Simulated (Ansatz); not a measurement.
The cluster Cs₉⁻. The state is a singlet with charge -1. Geometry B3LYP/def2-SVPD.

```xyz
9

Cs   -0.0888   -1.4412    4.5766
Cs    5.6688    3.5461   -2.9631
Cs   -3.3017    0.7645    0.6825
Cs    1.0989    0.8747   -3.3843
Cs    1.5993   -3.4312    0.0725
Cs   -2.5009   -3.0743   -3.0496
Cs    3.1098    1.4810    1.4829
Cs   -4.6996   -3.7422    2.7357
Cs   -0.8857    5.0226   -0.1533
```

In the def2 sets Cs takes a core potential; there is no spin–orbit coupling. At HF/def2-TZVPD the restricted singlet is unstable: a solution with broken spin symmetry lies lower. The restricted singlet is unstable towards broken spin symmetry in Hartree–Fock (as tested in another run); at PBE/def2-TZVPD, BLYP/def2-TZVPD, r2SCAN/def2-TZVPD, PBE0/def2-TZVPD this wasn't settled. Another isomer (singlet) lies 0.07 eV lower at PBE0/def2-TZVPD; other spin states weren't run for this one.

(1) Estimate the orbital energies around the gap (eV) in Ansatz with HF/def2-TZVPD, PBE/def2-TZVPD, BLYP/def2-TZVPD, r2SCAN/def2-TZVPD, PBE0/def2-TZVPD.

Answers

(1) 
| orbital | HF/def2-TZVPD | PBE/def2-TZVPD | BLYP/def2-TZVPD | r2SCAN/def2-TZVPD | PBE0/def2-TZVPD |
| --- | --- | --- | --- | --- | --- |
| HOMO−5 | -16.10 | -11.12 | -10.94 | -11.70 | -12.55 |
| HOMO−4 | -2.61 | -1.13 | -0.95 | -1.18 | -1.63 |
| HOMO−3 | -1.59 | -0.65 | -0.47 | -0.67 | -1.00 |
| HOMO−2 | -1.19 | -0.49 | -0.35 | -0.49 | -0.76 |
| HOMO−1 | -1.14 | -0.45 | -0.30 | -0.44 | -0.72 |
| HOMO | -0.83 | -0.20 | -0.05 | -0.20 | -0.44 |
| LUMO | 1.51 | 0.10 | 0.25 | 0.15 | 0.40 |
| LUMO+1 | 1.54 | 0.13 | 0.26 | 0.18 | 0.42 |
| LUMO+2 | 1.58 | 0.20 | 0.34 | 0.24 | 0.49 |
| LUMO+3 | 1.67 | 0.23 | 0.36 | 0.30 | 0.53 |
| LUMO+4 | 1.82 | 0.48 | 0.73 | 0.44 | 0.76 |
| LUMO+5 | 1.84 | 0.54 | 0.80 | 0.51 | 0.80 |
